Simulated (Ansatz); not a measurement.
Basis-set extrapolation for C2H6O2Si2, SMILES `O[SiH](O)C#C[SiH3]` (PBE0-D4/def2-TZVP geometry, frozen core, Ansatz). Multiplicity 1, RHF reference.

|  | def2-TZVPP | def2-QZVPP |
| --- | --- | --- |
| HF | -807.018967 | -807.047933 |
| MP2 correlation | -1.016404 | -1.093725 |
| CCSD(T) correlation | -1.097810 | not run |

Energies in hartree. Use E(X) = E(∞) + A·exp(−7.88·√X) for Hartree–Fock and E(X) = E(∞) + B·X^(−2.97) for correlation, with X = 3 and 4, and add CCSD(T) minus MP2 of the smaller set to the MP2 limit.

Problem. What is the CCSD(T) energy at the basis-set limit?

Solution. HF limit: -807.047933 + (-0.028966) × 0.13774 = -807.05192. MP2 limit: -1.093725 + (-0.077321) × 0.74074 = -1.15100. Higher-order term: -1.097810 − (-1.016404) = -0.08141. Total: -808.28433 hartree, 4.56 eV below CCSD(T)/def2-TZVPP.
